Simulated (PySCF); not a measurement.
A structure optimised at PBE-D3(BJ)/def2-SVP, used in a PySCF frequency run:

```
N
H 1 1.0240
Si 1 1.7589 2 126.25
H 3 1.5119 1 114.85 2 -61.87
H 3 1.5119 4 106.30 1 -128.17
Ge 1 1.8811 2 124.37 3 180.00
H 6 1.5599 1 111.77 2 -60.64
H 6 1.5599 7 108.07 1 -123.40
Si 3 2.3657 4 115.86 5 -130.29
H 9 1.5045 3 117.87 4 130.34
H 9 1.5045 10 109.58 3 138.54
```

Question: Write its SMILES, formula and point group.

Answer: [NH]1[SiH2][SiH2][GeH2]1, GeH7NSi2, Cs

Question: What are its rotational constants (standard atomic weights)?

Answer: 3.9463, 2.1934, 1.4862 GHz
